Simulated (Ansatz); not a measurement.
`CCO[SiH2]P` + HCl → `CCO[SiH2]Cl` + PH₃  (cleavage of the Si–P bond)

Isolated molecules relaxed with PBE0-D4/def2-TZVP in Ansatz; ΔE leaves out vibrations. CBS: MP2 limit from def2 TZ/QZ plus the TZ coupled-cluster correction, frozen cores. This one scheme is used for every species. DFT in def2-TZVPP. Each species was taken in one conformer, which may not be the lowest.

```
        level  ΔE (eV)
       PBE-D4    -0.84
HF/def2-QZVPP    -1.13
```

What does CCSD(T)/CBS give? (An estimate is asked.)

Computed: -0.94 eV. The listed levels differ from it by 0.10, -0.19 eV.

Largest T1 diagnostic among the species: 0.013.

In def2-TZVPP, CCSD(T) changes the Hartree–Fock value by +0.19 eV (the triples alone add +0.02 eV) and MP2 by +0.15 eV. From PBE to PBE0 (25 % exact exchange), in def2-TZVPP and without D4, ΔE moves by −0.04 eV.
